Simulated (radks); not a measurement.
Problem. Valence configurations of Zr+ (all share [Kr]). Method: Dirac Kohn-Sham, BLYP, spin-unpolarised, spherical densities, point nucleus; open shells fill j = l - 1/2 first; computed with a radial shooting solver on a logarithmic mesh with Libxc functionals. Order these by energy: 4d1.5 5s1.5; 4d2 5p1; 4d1 5s2; 4d2 5s1; 4d3; 5s1 5p2; 4d2.5 5s0.5; 4d1 5s1 5p1; 4d1.5 5s1 5p0.5; 4d1 5p2.

Solution. From the lowest, in eV above it: 4d2 5s1 0.000; 4d1.5 5s1.5 0.114; 4d2.5 5s0.5 0.129; 4d3 0.473; 4d1 5s2 0.500; 4d1.5 5s1 5p0.5 1.994; 4d2 5p1 3.634; 4d1 5s1 5p1 4.443; 4d1 5p2 8.492; 5s1 5p2 10.834. NIST lists [Kr] 4d2 5s1 as the ground configuration; this level of theory agrees among the configurations tried. The energies are those of spherical spin-averaged densities, not of single terms.
